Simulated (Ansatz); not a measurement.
H₃NOSn, singlet, at a GFN2-xTB geometry (such geometries of metal compounds can be far from the true shape) (core potentials on Sn); PBE/def2-SVPD in Ansatz (a first-principles code).

Input for Ansatz:
Ansatz 0.2 input:
```yaml
crystal:
  periodic: [false, false, false]
  atoms:
    - {symbol: Sn, position_ang: [-0.13173604, 0.02035670, 0.36005754]}
    - {symbol: O, position_ang: [0.80658132, 1.45654347, -0.73418953]}
    - {symbol: H, position_ang: [1.10920458, 1.33505264, -1.63080059]}
    - {symbol: N, position_ang: [-0.10964398, -1.46006828, -1.07379369]}
    - {symbol: H, position_ang: [0.27549636, -1.39060739, -2.00651549]}
    - {symbol: H, position_ang: [-0.48304171, -2.39415027, -0.97548864]}
basis:
  gaussian:
    orbitals: def2-SVPD
hamiltonian:
  xc: pbe
```

Task: Write the output that Ansatz gives for this input, abridged.

Result: 
```
Functional definition: PBE
905 factors; their error is unknown
mean field evaluation 1: about -9394.9324 eV, gradient 9.2e1 eV
mean field evaluation 2: about -9199.0388 eV, gradient 2.3e2 eV
mean field evaluation 4: about -9406.0100 eV, gradient 5.4e1 eV
mean field evaluation 8: about -9412.1254 eV, gradient 2.7e-1 eV
mean field evaluation 16: about -9412.0958 eV, gradient 5.5e-5 eV
mean field -9412.09576560 eV, -345.8881396380 hartree, gradient 5.5e-5 eV, S^2 0.000000; 0 other end points of the search recorded, 0 dependent functions left out
reference -9412.09580556 eV, -345.8881411067 hartree; 20, 20 occupied and 79, 79 virtual orbitals, 905 factors
Total energy: -9412.09580556 eV, -345.8881411067 hartree
```
